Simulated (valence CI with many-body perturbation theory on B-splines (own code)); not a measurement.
Ta40+: electric-dipole lines

Method: valence CI with perturbative core correlation (CI+MBPT): five valence electrons over a frozen Dirac-Fock core [Ar] 3d10, a basis of 9 s, 9 p, 8 d, 6 f, 3 g, 1 h functions for each j, with the one-electron correlation potential Σ1 (screened to all orders), the two-electron term Σ2, the three-electron term Σ3, Breit, model QED; selected single and double excitations, second order for the rest (own B-spline code, finite nucleus).

The last digits are not significant, and no measured levels were compared; by estimate large intervals hold to a few tenths of a per cent, small ones and those within an open d or f shell to about a per cent. Among the levels kept, up to 270 cm⁻¹ of a level comes from second order outside the variational space, and about a tenth of that is noise between levels of different J, which matters for small intervals.

Lines 101 to 150 of 201 in falling wavelength, among levels below 2920500 cm⁻¹, chosen from the strongest by gf and those to the six lowest levels. Wavelengths and rates use the calculated energies. Electric multipoles are in the length gauge, E1 and E2 with the static RPA response of the core. Weak lines are less certain than strong ones. Lines between different terms over intervals too small for the method are left out, as are lines whose strength nearly cancels. The highest levels of a list are the least certain.

Levels are named by their leading jj configuration (3d3/2^4 stands for four electrons in 3d with j = 3/2), which in mixed levels can hold well under half, so a name can repeat and another be missing. Letters in brackets count levels of one name in rising energy.

```csv
λ vac (nm),Upper,Lower,A (s⁻¹),S (a.u.) with core polarisation,S without
8.165,(4s 4p1/2^2 4p3/2 4d3/2) J=1/2 [b],(4s 4p1/2^2 4p3/2^2) J=3/2,7.32e+09,3.93e-03,4.15e-03
8.052,(4s 4p1/2^2 4p3/2 4d3/2) J=1/2 [b],(4s 4p1/2^2 4p3/2^2) J=1/2,1.27e+10,6.56e-03,6.91e-03
7.985,(4s 4p1/2^2 4p3/2 4d3/2) J=5/2 [a],(4s^2 4p1/2^2 4d5/2) J=5/2,2.03e+09,3.07e-03,3.23e-03
7.938,(4s 4p1/2^2 4p3/2 4d3/2) J=3/2 [a],(4s^2 4p1/2^2 4d5/2) J=5/2,9.23e+09,9.12e-03,9.63e-03
7.937,(4s^2 4p1/2 4p3/2 4d5/2) J=3/2 [a],(4s^2 4p1/2 4p3/2^2) J=1/2,5.11e+08,5.05e-04,5.32e-04
7.829,(4s 4p1/2^2 4p3/2 4d3/2) J=7/2,(4s^2 4p1/2^2 4d5/2) J=5/2,5.05e+06,9.56e-06,1.21e-05
7.829,(4s^2 4p1/2 4p3/2 4d3/2) J=3/2 [b],(4s^2 4p1/2 4p3/2^2) J=1/2,8.34e+07,7.90e-05,8.31e-05
7.792,(4s^2 4p1/2 4p3/2 4d3/2) J=1/2 [b],(4s^2 4p1/2 4p3/2^2) J=1/2,2.11e+08,9.84e-05,1.09e-04
7.731,(4s 4p1/2^2 4p3/2 4d5/2) J=3/2,(4s 4p1/2^2 4p3/2^2) J=3/2,8.78e+09,8.01e-03,8.36e-03
7.629,(4s 4p1/2^2 4p3/2 4d5/2) J=3/2,(4s 4p1/2^2 4p3/2^2) J=1/2,3.24e+09,2.84e-03,2.97e-03
7.609,(4s^2 4p1/2 4p3/2 4d5/2) J=3/2 [a],(4s^2 4p1/2 4p3/2^2) J=5/2,1.12e+09,9.78e-04,1.02e-03
7.597,(4s^2 4p1/2 4p3/2 4d5/2) J=7/2 [a],(4s^2 4p1/2 4p3/2^2) J=5/2,6.94e+08,1.20e-03,1.27e-03
7.564,(4s^2 4p1/2 4p3/2 4d3/2) J=5/2 [b],(4s^2 4p1/2 4p3/2^2) J=5/2,1.04e+09,1.33e-03,1.42e-03
7.549,(4s^2 4p3/2^2 4d5/2) J=1/2,(4s^2 4p3/2^3) J=3/2,4.94e+09,2.10e-03,2.18e-03
7.520,(4s^2 4p1/2^2 4f7/2) J=7/2,(4s 4p1/2^2 4p3/2^2) J=5/2,5.82e+09,9.77e-03,1.05e-02
7.510,(4s^2 4p1/2 4p3/2 4d3/2) J=3/2 [b],(4s^2 4p1/2 4p3/2^2) J=5/2,7.54e+06,6.31e-06,9.04e-06
7.481,(4s 4p1/2^2 4p3/2 4d3/2) J=5/2 [b],(4s^2 4p1/2^2 4d5/2) J=5/2,1.07e+10,1.32e-02,1.39e-02
7.432,(4s^2 4p3/2^2 4d3/2) J=3/2 [b],(4s^2 4p3/2^3) J=3/2,2.86e+09,2.31e-03,2.46e-03
7.420,(4s^2 4p1/2 4p3/2 4d5/2) J=5/2 [a],(4s^2 4p1/2 4p3/2^2) J=5/2,1.95e+10,2.36e-02,2.48e-02
7.386,(4s 4p1/2^2 4p3/2 4d3/2) J=3/2 [b],(4s^2 4p1/2^2 4d5/2) J=5/2,1.08e+10,8.58e-03,9.06e-03
7.367,(4s^2 4p1/2 4p3/2 4d5/2) J=3/2 [a],(4s^2 4p1/2 4p3/2^2) J=3/2,7.40e+09,5.84e-03,6.09e-03
7.347,(4s 4p1/2^2 4p3/2 4d5/2) J=5/2,(4s 4p1/2^2 4p3/2^2) J=5/2,2.33e+10,2.73e-02,2.87e-02
7.325,(4s^2 4p1/2 4p3/2 4d3/2) J=5/2 [b],(4s^2 4p1/2 4p3/2^2) J=3/2,1.28e+10,1.49e-02,1.58e-02
7.287,(4s^2 4p1/2^2 4d5/2) J=5/2,(4s^2 4p1/2^2 4p3/2) J=3/2,2.95e+10,3.38e-02,3.55e-02
7.274,(4s^2 4p1/2 4p3/2 4d3/2) J=3/2 [b],(4s^2 4p1/2 4p3/2^2) J=3/2,1.44e+08,1.10e-04,1.19e-04
7.242,(4s^2 4p1/2 4p3/2 4d3/2) J=1/2 [b],(4s^2 4p1/2 4p3/2^2) J=3/2,2.15e+09,8.08e-04,8.46e-04
7.216,(4s 4p1/2^2 4p3/2 4d5/2) J=3/2,(4s 4p1/2^2 4p3/2^2) J=5/2,8.67e+09,6.43e-03,6.79e-03
7.190,(4s^2 4p1/2 4p3/2 4d5/2) J=5/2 [a],(4s^2 4p1/2 4p3/2^2) J=3/2,3.51e+09,3.86e-03,4.05e-03
7.081,(4s^2 4p1/2 4p3/2 4d5/2) J=3/2 [b],(4s^2 4p1/2 4p3/2^2) J=1/2,5.86e+10,4.11e-02,4.32e-02
7.076,(4s 4p1/2^2 4p3/2 4d3/2) J=5/2 [a],(4s^2 4p1/2^2 4d3/2) J=3/2,1.64e+08,1.72e-04,1.88e-04
7.039,(4s 4p1/2^2 4p3/2 4d3/2) J=3/2 [a],(4s^2 4p1/2^2 4d3/2) J=3/2,6.30e+09,4.34e-03,4.60e-03
7.037,(4s 4p1/2^2 4p3/2 4d3/2) J=1/2 [a],(4s^2 4p1/2^2 4d3/2) J=3/2,7.99e+08,2.75e-04,2.91e-04
7.015,(4s 4p1/2^2 4p3/2 4d5/2) J=7/2,(4s 4p1/2^2 4p3/2^2) J=5/2,3.54e+10,4.83e-02,5.06e-02
7.014,(4s^2 4p1/2 4p3/2 4d5/2) J=1/2,(4s^2 4p1/2 4p3/2^2) J=1/2,1.24e+11,4.21e-02,4.44e-02
6.965,(4s^2 4p1/2^2 4f7/2) J=7/2,(4s^2 4p1/2^2 4d5/2) J=5/2,1.35e+11,1.80e-01,1.89e-01
6.871,(4s^2 4p1/2 4p3/2 4d5/2) J=3/2 [c],(4s^2 4p1/2 4p3/2^2) J=1/2,1.24e+11,7.96e-02,8.41e-02
6.819,(4s^2 4p1/2 4p3/2 4d5/2) J=3/2 [b],(4s^2 4p1/2 4p3/2^2) J=5/2,3.65e+10,2.29e-02,2.42e-02
6.816,(4s 4p1/2^2 4p3/2 4d5/2) J=5/2,(4s^2 4p1/2^2 4d5/2) J=5/2,1.76e+11,1.65e-01,1.74e-01
6.814,(4s^2 4p1/2 4p3/2 4d5/2) J=7/2 [b],(4s^2 4p1/2 4p3/2^2) J=5/2,4.32e+11,5.40e-01,5.69e-01
6.804,(4s^2 4p1/2 4p3/2 4d5/2) J=5/2 [b],(4s^2 4p1/2 4p3/2^2) J=5/2,1.29e+10,1.20e-02,1.27e-02
6.764,(4s 4p1/2^2 4p3/2^2) J=5/2,(4s^2 4p1/2^2 4p3/2) J=3/2,2.80e+11,2.56e-01,2.71e-01
6.741,(4s 4p1/2^2 4p3/2 4d3/2) J=5/2 [c],(4s^2 4p1/2^2 4d5/2) J=5/2,1.19e+10,1.08e-02,1.15e-02
6.704,(4s 4p1/2^2 4p3/2 4d5/2) J=3/2,(4s^2 4p1/2^2 4d5/2) J=5/2,8.82e+10,5.25e-02,5.56e-02
6.677,(4s 4p1/2^2 4p3/2 4d3/2) J=5/2 [b],(4s^2 4p1/2^2 4d3/2) J=3/2,2.46e+09,2.17e-03,2.43e-03
6.624,(4s^2 4p1/2 4p3/2 4d5/2) J=3/2 [c],(4s^2 4p1/2 4p3/2^2) J=5/2,1.22e+11,7.03e-02,7.44e-02
6.624,(4s^2 4p1/2 4p3/2 4d5/2) J=3/2 [b],(4s^2 4p1/2 4p3/2^2) J=3/2,2.16e+11,1.24e-01,1.31e-01
6.610,(4s^2 4p1/2 4p3/2 4d5/2) J=5/2 [b],(4s^2 4p1/2 4p3/2^2) J=3/2,6.43e+11,5.50e-01,5.81e-01
6.602,(4s 4p1/2^2 4p3/2 4d3/2) J=3/2 [b],(4s^2 4p1/2^2 4d3/2) J=3/2,1.78e+11,1.01e-01,1.07e-01
6.566,(4s^2 4p1/2 4p3/2 4d5/2) J=1/2,(4s^2 4p1/2 4p3/2^2) J=3/2,2.19e+11,6.12e-02,6.48e-02
6.529,(4s 4p1/2^2 4p3/2 4d5/2) J=7/2,(4s^2 4p1/2^2 4d5/2) J=5/2,1.14e+11,1.25e-01,1.32e-01
```
